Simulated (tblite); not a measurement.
Species: C₂H₁₀Si₄.
SMILES with atom numbers: `[CH:1]#[C:2][SiH2:3][SiH:4]([SiH3:5])[SiH3:6]` (hydrogens: H7 on C1; H8, H9 on Si3; H10 on Si4; H11, H12, H13 on Si5; H14, H15, H16 on Si6)

Structure optimised with GFN2-xTB, isolated species.

Problem. What internal coordinates does the optimisation give?

Solution. 
```csv
bond,length (Å)
C1≡C2,1.202
C2–Si3,1.850
Si3–Si4,2.337
"Si4–Si5, Si4–Si6",2.327
C1–H7,1.053
"Si3–H8, Si3–H9",1.470
Si4–H10,1.486
Si5–H11 and 5 like bonds,1.465
```

Bonds in one row agree within 0.01 Å and their mean is given. A selection of angles:
```csv
angle,degrees
C2–C1–H7,179.4
C1–C2–Si3,178.6
C2–Si3–Si4,108.3
C2–Si3–H8,105.2
Si4–Si3–H8,115.3
H8–Si3–H9,107.0
Si3–Si4–Si5,112.4
Si3–Si4–H10,104.0
Si5–Si4–Si6,113.9
Si5–Si4–H10,106.8
Si6–Si4–H10,106.4
Si4–Si5–H11,111.9
Si4–Si5–H13,113.8
H11–Si5–H12,106.9
H11–Si5–H13,106.0
```

Dihedral angles: C2–Si3–Si4–Si5 51° (synclinal). The mirror-image conformer, all signs reversed, is as good.

Si5 (SiH3 silicon) is distorted tetrahedral (angles from 106.0° to 113.8°). Si4 (SiH silicon) is distorted tetrahedral (angles from 104.0° to 113.9°). Si3 (SiH2 silicon) is distorted tetrahedral (angles from 105.2° to 115.3°).

Point group: C1 (no symmetry element, even within 0.4 Å). GFN2-xTB frequencies show an imaginary mode (24i cm⁻¹), so the point is no minimum at that level.

The run took 1.0 s wall on Arm Neoverse N1, one thread, no GPU, shared host. These figures are those of the optimisation.

These are computed values.
